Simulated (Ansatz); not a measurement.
# Redistribution: C3H6FI + C2H3F3O → C3H7FO + C2H2F3I

Species: C3H6FI `CC(I)CF`, singlet; C2H3F3O (2,2,2-trifluoroethanol) `OCC(F)(F)F`, singlet; C3H7FO `CC(O)CF`, singlet; C2H2F3I (1,1,1-trifluoro-2-iodoethane) `FC(F)(F)CI`, singlet. The partners trade I for OH; both sit on C, so the bond types are kept.

Shapes, held fixed at every level: PBE0-D4/def2-TZVP. Flexible molecules stand in one conformer, not always the lowest. Programs: Ansatz 0.2.0. Electronic energies: no zero-point or thermal term.

| level | kind | ΔE (kJ/mol) | less CCSD(T)/def2-TZVPP | CPU time (sum over the molecules) |
| --- | --- | --- | --- | --- |
| PBE-D4/def2-TZVPP | GGA | -2.5 | +0.6 | 27 s |
| r2SCAN-D4/def2-TZVPP | meta-GGA | -3.6 | -0.5 | 48 s |
| B3LYP-D4/def2-TZVPP | global hybrid | -2.7 | +0.4 | 52 s |
| PBE0-D4/def2-TZVPP | global hybrid | -2.6 | +0.5 | 34 s |
| B2PLYP/def2-TZVPP | double hybrid | -3.4 | -0.3 | 64 s |
| CCSD/def2-TZVPP | coupled cluster or CI | -3.8 | -0.7 | – |
| CCSD(T)/def2-TZVPP | coupled cluster or CI | -3.1 | 0.0 | 37 min |

The highest level, CCSD(T)/def2-TZVPP, gives ΔE = -3.1 kJ/mol; the levels span -3.8 to -2.5. That is about zero within the method's error. The column of differences is taken from that level and isn't an error. No measured value is set beside it here. For atoms past krypton def2 sets carry core potentials with scalar relativity. Outer-core shells of I are correlated in most correlated rows, in sets that cover them unevenly. Times are processor times on shared x86 and Arm servers, and rough.
